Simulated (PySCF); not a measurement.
Species: C₈H₁₁P.
Atom-mapped SMILES: `[CH3:1][CH:2]([CH3:3])[c:4]1[cH:5][cH:6][cH:7][cH:8][p:9]1`

Cartesian coordinates in Å at the PBE0-D3(BJ)/def2-SVP level; atoms count from 1:
```
atom  x, y, z in Å
C1    -1.8064    1.4615    0.4057
C2    -1.2477    0.0919    0.0214
C3    -1.8884   -1.0222    0.8504
C4     0.2682    0.0458    0.1160
C5     1.0059   -0.2871   -1.0189
C6     2.3982   -0.3805   -1.0683
C7     3.2101   -0.1454    0.0386
C8     2.6937    0.2023    1.2833
P9     1.0149    0.3985    1.6650
H10   -2.8990    1.4875    0.2709
H11   -1.5923    1.6936    1.4614
H12   -1.3644    2.2598   -0.2091
H13   -1.5017   -0.0895   -1.0381
H14   -2.9840   -1.0126    0.7384
H15   -1.5185   -2.0116    0.5424
H16   -1.6558   -0.8958    1.9202
H17    0.4498   -0.4904   -1.9421
H18    2.8674   -0.6497   -2.0181
H19    4.2945   -0.2381   -0.0787
H20    3.3983    0.3718    2.1050
```

NICS is the negative of the GIAO shielding at a point without a nucleus: at the ring centre (0) and 1 Å above and below it (1); zz is the component along the ring normal. Level: GIAO B3LYP/pcSseg-1 (PySCF, non-relativistic, gas phase) on the PBE0-D3(BJ)/def2-SVP geometry, one conformer.

Ring bond lengths (Å): C4–C5 1.394, C5–C6 1.396, C6–C7 1.393, C7–C8 1.392, C8–P9 1.733, P9–C4 1.755.

Problem. What do the NICS probes read (ppm)?

Solution. 
```
             ring                                               type  NICS(0)  NICS(1), two faces  NICS(1)zz, two faces  rms pucker (Å)  centre to ring atoms, mean (Å)
C4–C5–C6–C7–C8–P9  6-membered ring with P; formal bonds all aromatic     -7.3       -10.3 / -10.3         -25.5 / -25.6            0.00                            1.50
```

Problem. What do they say, and how far can they be read as aromaticity?

Solution. 
- C4–C5–C6–C7–C8–P9: mean NICS(1)zz -25.5 ppm, shielded.

Problem. And the bond-length index? HOMA = 1 − mean of α(R − Ropt)² over the ring bonds, with Krygowski's 1993 parameters (CC: Ropt 1.388 Å, α 257.7 Å⁻²; CP: Ropt 1.698 Å, α 118.91 Å⁻²).

Solution. 
- C4–C5–C6–C7–C8–P9: HOMA 0.90; the largest term is that of P9–C4, α(R − Ropt)² = 0.39.

Problem. At the second NICS(1) probe listed for ring C4–C5–C6–C7–C8–P9, 1 Å off the ring, what do the in-plane components average?

Solution. The isotropic value is a third of the trace: (3 × -10.3 − (-25.6))/2 = -2.7 ppm.

Problem. How shielded are the nuclei of the rings and their hydrogens (means over atoms taken as equivalent)?

Solution. 
```
atoms                  environment  σ isotropic (ppm)  principal values of the symmetric part, first atom (ppm)
   C4  substituted aromatic carbon              -19.0                                      -178.5, -43.4, 164.8
   C5           aromatic CH carbon               40.0                                        -67.5, 42.8, 144.8
   C6           aromatic CH carbon               44.3                                        -61.1, 28.7, 165.3
   C7           aromatic CH carbon               42.0                                        -71.5, 27.8, 169.8
   C8           aromatic CH carbon               12.8                                       -158.0, 23.8, 172.6
   P9     phosphorus bonded to 2 C               61.7                                      -227.5, -74.5, 487.1
  H17            aromatic hydrogen              23.81                                          20.0, 22.6, 28.8
  H18            aromatic hydrogen              24.02                                          20.4, 24.6, 27.1
  H19            aromatic hydrogen              23.70                                          19.9, 24.5, 26.7
  H20            aromatic hydrogen              22.55                                          19.8, 20.7, 27.2
```

Problem. How do the values depend on the level or the medium?

Solution. 
```csv
level,"NICS(0), C4–C5–C6–C7–C8–P9","mean NICS(1)zz, C4–C5–C6–C7–C8–P9"
"B3LYP/pcSseg-1, gas",-7.3,-25.5
"PBE0/pcSseg-1, gas",-7.4,-25.8
"PBE0/pcSseg-1, IEF-PCM chloroform",-7.3,-25.8
"PBE0/pcSseg-1, IEF-PCM cyclohexane",-7.3,-25.8
```

The geometry is the same throughout; the continuum's cavity takes Bondi-type radii × 1.2.

Hardware: an Arm Neoverse V1 with one thread, no GPU, shared host. Cost: 39 s wall, 1.2 GiB resident at most. This is the whole shielding run at B3LYP/pcSseg-1, SCF included.
